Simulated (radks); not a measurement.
Task: Neutral ytterbium: order these configurations by energy. All-electron calculation, non-relativistic Kohn-Sham, PBE, spin-polarised, spherical densities, point nucleus. Program: a radial shooting solver on a logarithmic mesh with Libxc functionals. Open shells are filled with parallel spins first. [Xe] 4f13 5d1 6s2; [Xe] 4f13 6s2 6p1; [Xe] 4f14 5d1 6s1; [Xe] 4f14 6s1 6p1; [Xe] 4f14 6s2.

Result: From the lowest, in eV above it: [Xe] 4f14 6s2 0.000; [Xe] 4f14 5d1 6s1 1.846; [Xe] 4f14 6s1 6p1 1.870; [Xe] 4f13 5d1 6s2 8.804; [Xe] 4f13 6s2 6p1 10.820.
